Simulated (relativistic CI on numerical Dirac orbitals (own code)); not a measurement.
A reference radial Dirac CI calculation of Ar VII gave the lowest total energy -517.32426 Ha in 20 SCF steps, from this input:

```
atom Ar  Z=18  charge=6  electrons=12
nucleus A=40  rms_radius_fm=3.4274
hamiltonian dirac-coulomb  breit=on  qed=on  c_scale=1
orbitals kli  potential=per-configuration
slater_scale 1
correlation none
mixing on
grid step=0.0125 r_max=14.7
scf mixing=0.4 start=green max_iterations=150 tolerance=2e-08 node_fill=0.05
configurations
  [Ne] 3s2
  [Ne] 3s 3p
end
```

One setting was then changed (and the iteration limit cut to 56), and the output read:

```
SCF 1: [Ne] 3s2
 iter      energy (Ha)   residual   last orbital (Ha)
    1      -510.439928   2.03e+00     -6.41975
    2      -515.609129   1.06e+00     -5.42233
    3      -517.534945   5.33e-02     -4.52655
    4      -517.537715   4.28e-02     -4.53381
    5      -517.541107   1.13e-03     -4.48960
    6      -517.541047   2.08e-04     -4.49056
    7      -517.541022   1.55e-05     -4.49053
    8      -517.541021   5.80e-07     -4.49051
    9      -517.541021   1.07e-07     -4.49051
   10      -517.541021   2.35e-10     -4.49051
SCF 2: [Ne] 3s 3p
 iter      energy (Ha)   residual   last orbital (Ha)
    1      -509.711899   2.04e+00     -5.89052
    2      -515.040306   1.05e+00     -4.84418
    3      -516.984466   5.31e-02     -3.96722
    4      -516.989648   3.81e-02     -3.97710
    5      -516.992002   9.30e-04     -3.93547
    6      -516.991962   2.40e-04     -3.93641
    7      -516.991939   1.64e-05     -3.93643
    8      -516.991938   6.33e-07     -3.93642
    9      -516.991938   2.62e-07     -3.93642
   10      -516.991938   3.16e-09     -3.93642
orbital energies (Ha): 1s -119.2647  2s -15.4467  2p1/2 -13.0497  2p3/2 -12.9659  3s -4.4905
configuration averages (Ha): Dirac-Coulomb, Breit, QED
  3s2                           -517.541021    0.130096    0.087513
  3s 3p                         -516.991938    0.130098    0.086964
levels: no., configuration, term, J, E (cm-1), weight
   1 3s2                    1S   0                0.0  1.00
   2 3s 3p                  3P*  0           100572.5  1.00
   3 3s 3p                  3P*  1           101371.8  1.00
   4 3s 3p                  3P*  2           103038.8  1.00
   5 3s 3p                  1P*  1           174925.0  1.00
lowest total energy -517.323411 Ha
warning: orbitals of one symmetry overlap by 1.4e-05
end: converged
```

(1) Which setting was changed?
A. SCF mixing
B. configuration list
C. Breit term
D. grid step

Answers

(1) D. The grid step 0.15. This setting is bad on purpose; its numbers may not be properties of the ion.
